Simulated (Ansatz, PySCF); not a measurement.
Gas-phase reaction in SMILES: [SnH] (SnH) -> [SnH+] + e-
Geometries: B3LYP-D3(BJ)/def2-TZVP minima from Ansatz (a quantum-chemistry and plane-wave program).

Wanted: adiabatic ionisation energy (0 K, with B3LYP-D3(BJ) harmonic zero-point energies from PySCF), in eV. Correlated levels leave the core frozen unless marked. UHF or UKS for open shells. No spin-orbit coupling. Frozen are the shells of the preceding noble gas and the d and f shells that filled before the atom's block. In def2 rows, elements after Kr have scalar-relativistic effective core potentials. CBS(X,Y): correlation extrapolated as X^-3; Hartree-Fock from the larger set.

| level | program | adiabatic ionisation energy (eV) | minus last row |
|---|---|---|---|
| revPBE/def2-TZVPD | Ansatz | 7.11 | -0.01 |
| B3LYP-D3(BJ)/def2-TZVPD | Ansatz + dftd3 | 7.22 | 0.10 |
| B3LYP/def2-TZVPD | Ansatz | 7.22 | 0.10 |
| MP2/def2-QZVPPD | Ansatz | 7.03 | -0.09 |
| MP2/CBS(def2-TZVPPD,def2-QZVPPD) | Ansatz | 7.05 | -0.07 |
| SCS-MP2/def2-QZVPPD | Ansatz | 6.97 | -0.15 |
| CCSD(T)/CBS(def2-TZVPPD,def2-QZVPPD) | Ansatz | 7.12 | 0.00 |
